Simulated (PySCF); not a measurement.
GaO (SMILES [O]=[Ga]), doublet, geometry from GFN2-xTB (such geometries of metal compounds can be far from the true shape); PySCF with BLYP/3-21G.

Here is a job for PySCF.
```python
from pyscf import gto, scf, dft

mol = gto.M(
    atom='''
Ga   -0.00000000   -0.00000000   -0.33770072
O     0.00000000    0.00000000    1.30859028
''',
    basis='3-21g',
    spin=1,
    verbose=4,
)

mf = dft.UKS(mol)
mf.xc = 'blyp'
mf.init_guess = 'vsap'
mf.kernel()
mf.analyze()
```

It wrote (shortened):

```
PySCF version 2.14.0

[INPUT] verbose = 4
[INPUT] num. atoms = 2
[INPUT] num. electrons = 39
[INPUT] charge = 0
[INPUT] spin (= nelec alpha-beta = 2S) = 1
[INPUT] symmetry False subgroup None
[INPUT] Mole.unit = angstrom
[INPUT] Symbol           X                Y                Z      unit          X                Y                Z       unit  Magmom
[...]
nuclear repulsion = 79.7161305675364
number of shells = 15
number of NR pGTOs = 69
number of NR cGTOs = 31
basis = 3-21g
ecp = {}

******** <class 'pyscf.dft.uks.UKS'> ********
method = UKS
initial guess = vsap
damping factor = 0
level_shift factor = 0
DIIS = <class 'pyscf.scf.diis.CDIIS'>
diis_start_cycle = 1
diis_space = 8
diis_damp = 0
SCF conv_tol = 1e-09
SCF conv_tol_grad = None
SCF max_cycles = 50
direct_scf = True
direct_scf_tol = 1e-13
number electrons alpha = 20  beta = 19
XC library pyscf.dft.libxc version 7.1.2
    S. Lehtola, C. Steigemann, M. J. T. Oliveira, and M. A. L. Marques,  SoftwareX 7, 1–5 (2018)
XC functionals = blyp
    A. D. Becke,  Phys. Rev. A 38, 3098 (1988)
    C. Lee, W. Yang, and R. G. Parr,  Phys. Rev. B 37, 785 (1988)
    B. Miehlich, A. Savin, H. Stoll, and H. Preuss,  Chem. Phys. Lett. 157, 200 (1989)
radial grids:
    Treutler-Ahlrichs [JCP 102, 346 (1995); DOI:10.1063/1.469408] (M4) radial grids

becke partition: Becke, JCP 88, 2547 (1988); DOI:10.1063/1.454033
pruning grids: <function nwchem_prune>
grids dens level: 3
symmetrized grids: False
atomic radii adjust function: <function treutler_atomic_radii_adjust>
small_rho_cutoff = 0
Set gradient conv threshold to 3.16228e-05
tot grids = 34992

init E= -1989.71968196573
cycle= 1 E= -1982.2104336427  delta_E= 7.51  |g|= 2.38  |ddm|= 4.67
cycle= 2 E= -1941.40143598832  delta_E= 40.8  |g|= 7.04  |ddm|= 7.33
cycle= 3 E= -1985.68002013509  delta_E= -44.3  |g|= 3.29  |ddm|= 5.41
cycle= 4 E= -1988.37973930854  delta_E= -2.7  |g|= 1.95  |ddm|=  1.2
cycle= 5 E= -1989.93749308184  delta_E= -1.56  |g|= 0.826  |ddm|=  1.4
cycle= 6 E= -1990.07935482149  delta_E= -0.142  |g|= 0.508  |ddm|= 0.295
cycle= 7 E= -1990.09214687189  delta_E= -0.0128  |g|= 0.491  |ddm|= 0.762
cycle= 8 E= -1990.19101376663  delta_E= -0.0989  |g|= 0.235  |ddm|= 0.217
cycle= 9 E= -1990.21726617117  delta_E= -0.0263  |g|= 0.0513  |ddm|= 0.129
cycle= 10 E= -1990.21860818736  delta_E= -0.00134  |g|= 0.00491  |ddm|= 0.0369
cycle= 11 E= -1990.2186192972  delta_E= -1.11e-05  |g|= 9.25e-05  |ddm|= 0.0035
cycle= 12 E= -1990.21861931386  delta_E= -1.67e-08  |g|= 5.62e-05  |ddm|= 0.000289
cycle= 13 E= -1990.21861931644  delta_E= -2.58e-09  |g|= 1.67e-05  |ddm|= 0.000104
cycle= 14 E= -1990.21861931658  delta_E= -1.41e-10  |g|= 4.69e-06  |ddm|= 1.52e-05
Extra cycle  E= -1990.21861931623  delta_E= 3.52e-10  |g|= 2.74e-05  |ddm|= 2.22e-05
converged SCF energy = -1990.21861931623  <S^2> = 0.7526026  2S+1 = 2.0026009
**** SCF Summaries ****
Total Energy =                       -1990.218619316226068
Nuclear Repulsion Energy =              79.716130567536382
One-electron Energy =                -2936.643812891853486
Two-electron Energy =                  866.709063008091107
Two-electron Coulomb Energy =          950.332484652841913
DFT Exchange-Correlation Energy =      -83.623421644750749
**** MO energy ****
                             alpha | beta                alpha | beta
[...]
To work with the spin densities directly, `use mulliken_meta_spin()` only printing them here.

 ** Mulliken spin pop alpha/beta on meta-lowdin orthogonal AOs **
 ** Mulliken Spin Density (per AO)  **
spin_pop of  0 Ga 1s        0.00000
spin_pop of  0 Ga 2s        0.00003
spin_pop of  0 Ga 3s        0.00161
spin_pop of  0 Ga 4s        0.26649
spin_pop of  0 Ga 5s        0.01306
spin_pop of  0 Ga 2px      -0.00000
spin_pop of  0 Ga 2py      -0.00000
spin_pop of  0 Ga 2pz       0.00000
spin_pop of  0 Ga 3px      -0.00000
spin_pop of  0 Ga 3py      -0.00000
spin_pop of  0 Ga 3pz       0.00011
spin_pop of  0 Ga 4px      -0.01259
spin_pop of  0 Ga 4py      -0.01259
spin_pop of  0 Ga 4pz       0.19292
spin_pop of  0 Ga 5px      -0.00001
spin_pop of  0 Ga 5py      -0.00001
spin_pop of  0 Ga 5pz       0.00774
spin_pop of  0 Ga 3dxy      0.00000
spin_pop of  0 Ga 3dyz     -0.00010
spin_pop of  0 Ga 3dz^2     0.01487
spin_pop of  0 Ga 3dxz     -0.00010
spin_pop of  0 Ga 3dx2-y2   -0.00000
spin_pop of  1 O 1s       -0.00001
spin_pop of  1 O 2s        0.00573
spin_pop of  1 O 3s       -0.00020
spin_pop of  1 O 2px       0.01266
spin_pop of  1 O 2py       0.01266
spin_pop of  1 O 2pz       0.49753
spin_pop of  1 O 3px       0.00004
spin_pop of  1 O 3py       0.00004
spin_pop of  1 O 3pz       0.00010
 ** Mulliken Spin Density (per atom)  **
spin density of  0 Ga =      0.47144
spin density of  1 O =      0.52856
 ** Mulliken pop alpha/beta on meta-lowdin orthogonal AOs **
 ** Mulliken pop       alpha | beta **
[...]
In total            20.00000 | 19.00000
 ** Mulliken atomic charges   ( Nelec_alpha | Nelec_beta ) **
charge of  0Ga =      0.30818  (    15.58163     15.11019 )
charge of  1O =     -0.30818  (     4.41837      3.88981 )
Dipole moment(X, Y, Z, Debye): -0.00000, -0.00000, -2.31449
```
